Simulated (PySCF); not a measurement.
## NiH2: map over both bonds

Method: TPSS/[Ni def2-TZVP, H def2-TZVP], no relativity, density fitting, PySCF.

Rigid scan from the singlet minimum (Ni–H 1.426 Å (×2); H–Ni–H 80.3°). Coordinate: rows scale the first bond (Ni–H), columns the second (Ni–H). Energies in kJ/mol from the minimum.

(1) Give the energy map for rows 0.94, 0.97, 1.00, 1.04, 1.09, 1.15 and columns 0.94, 0.97, 1.00, 1.04, 1.09, 1.15.

(2) And the size of the dipole moment (D) on the same grid?

Results:

(1) 
```
scale \ scale  0.94  0.97  1.00  1.04  1.09  1.15
         0.94  13.2   8.1   6.6   8.9  17.1  32.4
         0.97   8.1   3.1   1.5   3.9  12.1  27.3
         1.00   6.6   1.5   0.0   2.3  10.5  25.7
         1.04   8.9   3.9   2.3   4.6  12.8  28.0
         1.09  17.1  12.1  10.5  12.8  20.9  36.1
         1.15  32.4  27.3  25.7  28.0  36.1  51.2
```

(2) 
| scale \ scale | 0.94 | 0.97 | 1.00 | 1.04 | 1.09 | 1.15 |
| --- | --- | --- | --- | --- | --- | --- |
| 0.94 | 2.27 | 2.29 | 2.32 | 2.35 | 2.39 | 2.45 |
| 0.97 | 2.29 | 2.31 | 2.34 | 2.37 | 2.41 | 2.47 |
| 1.00 | 2.32 | 2.34 | 2.36 | 2.39 | 2.43 | 2.49 |
| 1.04 | 2.35 | 2.37 | 2.39 | 2.42 | 2.46 | 2.51 |
| 1.09 | 2.39 | 2.41 | 2.43 | 2.46 | 2.49 | 2.54 |
| 1.15 | 2.45 | 2.47 | 2.48 | 2.51 | 2.54 | 2.59 |

Other isomers or separated fragments may lie lower.

The scan took 33 s on 2 threads of a shared Arm Neoverse V2 host; the process peaked at 0.53 GiB. Launch command: `OMP_NUM_THREADS=2 python axn.py task.json out`.
